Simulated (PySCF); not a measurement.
C3H5Cl.

```xyz
9

C      1.3718    -0.9642     0.0000
C      0.1333    -0.4420     0.0000
C     -1.1578    -1.2004     0.0000
Cl    -0.0794     1.3057     0.0000
H      2.2681    -0.3289     0.0000
H      1.4997    -2.0571     0.0000
H     -1.7657    -0.9404     0.8914
H     -0.9708    -2.2915     0.0000
H     -1.7657    -0.9404    -0.8914
```
Charge 0, spin multiplicity 1.

Geometry optimised at PBE-D3(BJ)/def2-SVP.

Method: PBE/pcSseg-1 in PySCF. Non-relativistic, no solvent.

**Question.** Give the absolute GIAO shielding of each atom: isotropic value and principal components (ppm). (Estimate from the structure and the level; the computed values follow.)

**Answer.** 
| atom | σ(iso) | σ11 | σ22 | σ33 | span |
|---|---|---|---|---|---|
| C1 | 61.4 | -39.6 | 91.6 | 132.1 | 171.7 |
| C2 | 23.8 | -79.3 | 53.8 | 97.0 | 176.3 |
| C3 | 148.9 | 129.0 | 137.1 | 180.8 | 51.8 |
| Cl4 | 626.6 | 396.9 | 524.5 | 958.4 | 561.5 |
| H5 | 25.8 | 22.5 | 24.0 | 30.7 | 8.2 |
| H6 | 25.7 | 22.6 | 24.6 | 29.8 | 7.1 |
| H7 | 28.8 | 25.4 | 27.5 | 33.6 | 8.2 |
| H8 | 29.0 | 25.2 | 27.5 | 34.3 | 9.0 |
| H9 | 28.8 | 25.4 | 27.5 | 33.6 | 8.2 |
